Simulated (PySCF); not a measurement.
## Sn: ionisation energy

Sn [Kr] 4d10 5s2 5p2 (3P) → Sn⁺ [Kr] 4d10 5s2 5p1 (2P), as a difference of total energies. Calculation: PySCF 2.14, in x2c-TZVPPall with one added diffuse shell each of s, p, d, f type (9s7p5d3f, 76 functions); scalar relativity by spin-free X2C-1e. Correlated levels: valence and next inner shell: [Ar] 3d10 frozen. The calculations carry no spin-orbit coupling.

```csv
method,ionisation energy (eV)
UHF,6.862
MP2 (valence and next inner shell),7.267
SCS-MP2 (valence and next inner shell),7.154
CCSD (valence and next inner shell),7.238
CCSD(T) (valence and next inner shell),7.264
```

**Question.** How much does correlation contribute at CCSD(T) (valence and next inner shell)?

**Answer.** 7.264 − (6.862) = 0.402 eV, measured against UHF.

Errors of the correlated levels include the incompleteness of this basis and the frozen core.

For comparison: 7.389 eV (measured; NIST levels, between the centres of gravity of the two terms).
